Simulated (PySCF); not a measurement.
# Electronic structure of Ar (argon, neutral) at the UHF level

Configuration: [Ar], closed-shell 1S. All numbers are calculated (PySCF 2.14, scalar relativity by spin-free X2C-1e, in cc-pVDZ-DK (4s3p1d, 18 functions)).

| Property | Result |
| --- | --- |
| Total energy | -528.606011 hartree |
| One-electron energy | -730.7298 hartree |
| Hartree (Coulomb) energy | 232.4783 hartree |
| Exchange energy | -30.3545 hartree |
| ⟨S²⟩ | 0.0000 |
| ⟨L²⟩ | 0.000 |
| Sum of ⟨r⟩ | 16.01 bohr |
| Sum of ⟨r²⟩ | 25.74 bohr² |
| Langevin diamagnetic susceptibility | -20.4 ×10⁻⁶ cm³/mol |
| Time after the integrals | 0.04 s of wall time on 1 thread of Neoverse-V1 (shared host) |

```tsv
shell	electrons	mean orbital energy (hartree)	rms radius, mean of both spins (bohr)
1s	2	-119.08315	0.0991
2s	2	-12.40461	0.446
2p	6	-9.56934	0.417
3s	2	-1.28337	1.52
3p	6	-0.58732	1.81
```

Densities and radii are taken from the X2C orbitals without a picture-change correction, which distorts them close to the nucleus.
